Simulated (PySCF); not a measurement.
**Correlation energy of Ge⁺ (germanium, charge +1)**

[Ar] 3d10 4s2 4p1, 2P determinant. All numbers are calculated (PySCF 2.14, scalar relativity by spin-free X2C-1e, in cc-pVTZ-DK (6s5p3d1f, 43 functions)). Frozen: [Ar] 3d10; 3 electrons correlated.

MP2 pair energies summed by pair of shells (mhartree):

```tsv
pair	energy	share (%)
4s-4s	-20.92	56.4
4s-4p	-16.19	43.6
```

Total MP2 correlation energy: -37.11 mhartree.

Same-spin part -2.54 and opposite-spin part -34.56 mhartree; SCS-MP2 scales them by 1/3 and 6/5 to -42.32 mhartree.

| level | correlation energy (mhartree) |
| --- | --- |
| CCSD | -50.72 |
| (T) | -0.77 |
| CCSD(T) | -51.49 |

Diagnostics: T1 = 0.010, D1 = 0.0236, largest double amplitude 0.093.

Cost of the coupled-cluster step: 0.45 s of wall time on 1 thread of Neoverse-N1 (shared host), for 3 correlated electrons.

Iterations:

```
CC2 = 0
CCSD nocc = (np.int64(2), np.int64(1)), nmo = (29, 29)
frozen orbitals [[0, 1, 2, 3, 4, 5, 6, 7, 8, 9, 10, 11, 12, 13], [0, 1, 2, 3, 4, 5, 6, 7, 8, 9, 10, 11, 12, 13]]
max_cycle = 100
direct = 0
conv_tol = 1e-08
conv_tol_normt = 1e-06
diis_space = 8
diis_start_cycle = 0
Init t2, MP2 energy = -0.0371059963552942
Init E_corr(UCCSD) = -0.0371059963554257
cycle = 1  E_corr(UCCSD) = -0.0459644844404734  dE = -0.00885848809  norm(t1,t2) = 0.0465988
cycle = 2  E_corr(UCCSD) = -0.0488029714777015  dE = -0.00283848704  norm(t1,t2) = 0.0191537
cycle = 3  E_corr(UCCSD) = -0.0507289961129492  dE = -0.00192602464  norm(t1,t2) = 0.00865165
cycle = 4  E_corr(UCCSD) = -0.0507147827603727  dE = 1.42133526e-05  norm(t1,t2) = 0.00101315
cycle = 5  E_corr(UCCSD) = -0.050725262382481  dE = -1.04796221e-05  norm(t1,t2) = 0.000116293
cycle = 6  E_corr(UCCSD) = -0.0507225594108183  dE = 2.70297166e-06  norm(t1,t2) = 1.93862e-05
cycle = 7  E_corr(UCCSD) = -0.0507236896384018  dE = -1.13022758e-06  norm(t1,t2) = 4.76986e-06
cycle = 8  E_corr(UCCSD) = -0.0507233827284063  dE = 3.06909996e-07  norm(t1,t2) = 1.29704e-06
cycle = 9  E_corr(UCCSD) = -0.0507234103852781  dE = -2.76568718e-08  norm(t1,t2) = 1.97297e-07
cycle = 10  E_corr(UCCSD) = -0.0507234154170156  dE = -5.03173758e-09  norm(t1,t2) = 4.23566e-08
UCCSD converged
E(UCCSD) = -2096.830244865509  E_corr = -0.05072341541701565
UCCSD(T) correction = -0.000769202506680476
```
